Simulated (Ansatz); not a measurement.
`[NH2][GeH2][CH2]F` + H–F → `[NH2][GeH2][F]` + `CF` at 600 K and 1 bar (ligand exchange at a Ge–C bond).

Computed with Ansatz on PBE0-D4/def2-TZVP structures; ΔE is electronic, products minus reactants. CCSD(T)/CBS is the MP2 limit (def2-TZVPP, def2-QZVPP) plus CCSD(T) − MP2 in def2-TZVPP, frozen cores. This one scheme is used for every species. For Ge outer-core shells are correlated without core-valence functions, which leaves a few kJ/mol of doubt a bond. Scalar relativity is left out up to krypton. One conformer a species, not always the lowest.

| species | CCSD(T)/CBS energy (Eh) | H − E (kJ/mol) | S (J/(mol·K)) |
| --- | --- | --- | --- |
| `[NH2][GeH2][CH2]F` | -2272.26147 | 245.1 | 424.7 |
| H–F | -100.39570 | 42.3 | 194.0 |
| `[NH2][GeH2][F]` | -2233.06137 | 159.6 | 359.2 |
| `CF` | -139.63461 | 127.6 | 254.6 |

H − E and S are ideal-gas, rigid-rotor, harmonic terms from PBE0-D4/def2-TZVP, for one conformer and one mirror image of each species. 1 Eh = 2625.50 kJ/mol, R = 8.31446 J/(mol·K).

Task: By hand: ΔE, ΔH, ΔS and ΔG.

Result: ΔE = (-2233.06137) + (-139.63461) − (-2272.26147) − (-100.39570) = -0.03881 Eh = -101.9 kJ/mol. Δ(H − E) = 159.6 + 127.6 − 245.1 − 42.3 = -0.2, so ΔH = -102.1 kJ/mol. ΔS = 359.2 + 254.6 − 424.7 − 194.0 = -4.9 J/(mol·K). ΔG = -102.1 − 600 × (-4.9)/1000 = -99.2 kJ/mol.

Task: By hand: the equilibrium constant, and the temperature at which ΔG would vanish if ΔH and ΔS stayed fixed.

Result: log₁₀ K = −ΔG/(RT ln 10) = 8.6. ΔG = 0 at ΔH/ΔS = 20837 K, far beyond where these terms or the molecules hold.

The number of gas molecules stays the same, so ΔS is small and ΔH decides. A doubt of 5 kJ/mol in ΔE shifts log₁₀ K by 0.4 here. Other conformers and mirror images would add mixing entropy, several J/(mol·K) or more a flexible species. These are equilibria of isolated gas molecules and say nothing of rates. Largest T1 diagnostic: 0.011 (customary marks: 0.02 for closed shells, 0.045 for open ones).
